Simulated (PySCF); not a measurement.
Si(Cl)2(Br)(NH2) (BrCl2H2NSi), SMILES [Si](Cl)(Br)(Cl)N.

The structure is a stationary point at B3LYP-D3(BJ)/def2-SVP. This is a generated structure with no PubChem entry under its InChIKey; it may be hypothetical. The values are those of a single conformer.

Two levels are set side by side: PBE/def2-TZVP (PySCF) and PBE0/def2-TZVP (PySCF). Same geometry, gas phase. Differences are taken from unrounded values.

| quantity | PBE0 | PBE | PBE minus PBE0 |
|---|---|---|---|
| orbital gap (eV) | 7.74 | 5.36 | -2.38 |
| highest occupied level (eV) | -8.21 | -6.79 | 1.42 |
| lowest empty level (eV) | -0.46 | -1.43 | -0.96 |
| dipole moment (D) | 2.46 | 2.43 | -0.04 |
| mean polarisability (bohr³) | 72.7 | 75.4 | 2.7 |

Without exact exchange PBE keeps part of each electron's self-repulsion, which lifts occupied levels and narrows the gap. Loosely held outer electrons make PBE densities more polarisable. Differences between two approximate levels are no errors against the true value.

Rough cost on one machine, each run with all the roots and properties that it gave: PBE0 against PBE within a factor of 2.
